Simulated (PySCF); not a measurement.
Isomers of C6H9PSSi, one GFN2-xTB conformer each. Single-point energies are computed at PBE0/pcSseg-1 (PySCF, gas phase, no added dispersion term), electronic only.

Question: Rank them by PBE0/pcSseg-1 energy, lowest first (kcal/mol).
A. `[CH3:1]/[C:2]([SiH3:3])=[P:4]\[c:5]1[cH:6][cH:7][s:8][cH:9]1` with C2–P4–C5–C6 -66°
B. `[CH3:1][S:2][c:3]1[cH:4][c:5]([SiH3:6])[cH:7][cH:8][p:9]1` with C1–S2–C3–C4 180°

Answer: B (0.0), A (14.4).

GFN2-xTB itself gives, in the same order: 0.0, 14.3. Both levels put the same isomer lowest.

Question: Which frontier levels, dipoles and rotational constants go with these structures?

Answer: 
```csv
SMILES,"HOMO (eV, PBE0/pcSseg-1)",LUMO (eV),dipole (D),"A, B, C (MHz)"
CSc1cc([SiH3])ccp1,-6.28,-1.74,0.41,"1867, 614.0, 465.9"
C/C([SiH3])=P\c1ccsc1,-6.84,-1.81,1.72,"3059, 460.4, 435.3"
```
